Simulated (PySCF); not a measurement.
NMR data simulated for an unnamed compound:

¹H NMR (400 MHz, computed): δ 4.99 (t, 2H), 3.51 (s, 3H), 3.21 (t, 2H), 2.15 (s, 3H).

¹³C{¹H} NMR (computed): δ 176.8 (C), 66.3 (CH2), 65.6 (CH3), 24.2 (CH3).

PySCF calculation with NMR shieldings at PBE0/pcSseg-1/GIAO and geometry from GFN2-xTB; isolated molecule, no relativistic terms, one computed conformer, fast rotation and ring inversion assumed for equivalent nuclei.

δ = σ(ref) − σ, references computed at the same level: ¹H (31.72 ppm), ¹³C (186.93 ppm) against TMS.

Task: Which of these does the molecule contain: an N-methyl group, an S-methyl group, an ester, a Si–H bond, a methoxy group?

Result: 
- An N-methyl group: no.
- An S-methyl group: no.
- An ester: no.
- A Si–H bond: yes (δH 4.99 (t)).
- A methoxy group: yes (δC 65.6; δH 3.51 (s)).

The data belong to `C(OC)[SiH2]OC(C)=O`, C4H10O3Si; they needn't prove each group on their own.

Carbon signals by region: 1 in the far downfield region (above 160 ppm), 2 at 50–100 ppm, 1 below 50 ppm. Above 160 ppm: 176.8, carbonyl carbon.

Shifts are as computed. Against solution values, carbons near 30 ppm lie about +3 ppm off and those near 130 ppm about +5 ppm. Of 1211 compounds with measured shifts, 218 miss one by over three times the rms of a fit or turn the order of signals round; such compounds aren't used in these exercises. No couplings were computed; multiplicities are counted from neighbouring protons, with m where these are inequivalent, close in shift, in a saturated or five-membered ring or joined by F or P, and br s for small geminal =CH2 splittings.
